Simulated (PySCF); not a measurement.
## B- (boron, charge -1) across methods

[He] 2s2 2p2, high-spin 3P determinant. Computed with PySCF 2.14 in aug-cc-pVDZ, with no relativity, point nucleus. The B2PLYP total includes its PT2 part (frozen core); its orbital energies are those of the SCF part.

```json
{"method": "LC-wPBE", "E (hartree)": "-24.6403", "mean ε 2s α (eV)": "-7.542", "mean ε 2s β (eV)": "-5.073", "mean ε 2p α (eV)": "-0.831", "Σ⟨r²⟩ (bohr²)": "37.35", "⟨S²⟩": "2.005"}
{"method": "PBE0", "E (hartree)": "-24.6337", "mean ε 2s α (eV)": "-4.718", "mean ε 2s β (eV)": "-2.796", "mean ε 2p α (eV)": "1.244", "Σ⟨r²⟩ (bohr²)": "41.64", "⟨S²⟩": "2.003"}
{"method": "PBE", "E (hartree)": "-24.6300", "mean ε 2s α (eV)": "-3.368", "mean ε 2s β (eV)": "-1.920", "mean ε 2p α (eV)": "1.916", "Σ⟨r²⟩ (bohr²)": "44.21", "⟨S²⟩": "2.003"}
{"method": "r2SCAN", "E (hartree)": "-24.6560", "mean ε 2s α (eV)": "-3.731", "mean ε 2s β (eV)": "-1.832", "mean ε 2p α (eV)": "1.781", "Σ⟨r²⟩ (bohr²)": "42.18", "⟨S²⟩": "2.007"}
{"method": "B3LYP", "E (hartree)": "-24.6782", "mean ε 2s α (eV)": "-4.394", "mean ε 2s β (eV)": "-2.718", "mean ε 2p α (eV)": "1.412", "Σ⟨r²⟩ (bohr²)": "42.88", "⟨S²⟩": "2.004"}
{"method": "M06-L", "E (hartree)": "-24.6602", "mean ε 2s α (eV)": "-3.732", "mean ε 2s β (eV)": "-1.876", "mean ε 2p α (eV)": "1.962", "Σ⟨r²⟩ (bohr²)": "42.54", "⟨S²⟩": "2.007"}
{"method": "B2PLYP", "E (hartree)": "-24.6403", "mean ε 2s α (eV)": "-6.024", "mean ε 2s β (eV)": "-3.531", "mean ε 2p α (eV)": "0.627", "Σ⟨r²⟩ (bohr²)": "40.76", "⟨S²⟩": "2.005"}
{"method": "LDA", "E (hartree)": "-24.3765", "mean ε 2s α (eV)": "-3.399", "mean ε 2s β (eV)": "-1.958", "mean ε 2p α (eV)": "1.835", "Σ⟨r²⟩ (bohr²)": "44.98", "⟨S²⟩": "2.003"}
```

(1) Estimate the same row for UHF.

The highest occupied level is positive at PBE0, PBE, r2SCAN, B3LYP, M06-L, B2PLYP, LDA: only the finite basis holds that electron, which in a density functional comes from self-interaction.

Results:

(1) E (hartree) = -24.51954; mean ε 2s α (eV) = -8.502; mean ε 2s β (eV) = -4.573; mean ε 2p α (eV) = -0.755; Σ⟨r²⟩ (bohr²) = 38.48; ⟨S²⟩ = 2.009.
